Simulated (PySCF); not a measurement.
Input for PySCF: R-B3LYP/6-31G* on C3H8O (SMILES CCCO), a point of a torsion scan.

```python
from pyscf import gto, scf, dft, mp
from pyscf.data.elements import chemcore

mol = gto.M(
    atom='''
    C    -1.17856917    0.77630847    0.14576111
    C    -0.43591242   -0.48286783   -0.29002437
    C     0.96476596   -0.57711437    0.32292960
    O     0.95623455   -1.04151041    1.65220352
    H    -2.16181041    0.81500433   -0.31672506
    H    -0.62522768    1.66542338   -0.14976485
    H    -1.31601660    0.79980913    1.22585302
    H    -1.00044417   -1.37138265   -0.00148654
    H    -0.33928527   -0.48218877   -1.37707584
    H     1.56372532   -1.30838978   -0.22535285
    H     1.46678534    0.39948682    0.25798659
    H     0.40363066   -0.45236273    2.17776714
    ''',
    basis='6-31g*',
    cart=True,
    charge=0, spin=0, verbose=3, max_memory=1800)
mf = dft.RKS(mol, xc='b3lyp')
mf.conv_tol = 1e-8
mf.max_cycle = 100
mf.kernel()
if not mf.converged:
    mf = mf.newton().run(mf.mo_coeff, mf.mo_occ)
```

Output:

```
converged SCF energy = -194.346071652529
```

The calculation finished and met its thresholds.

Cost: very roughly 7 core-seconds.
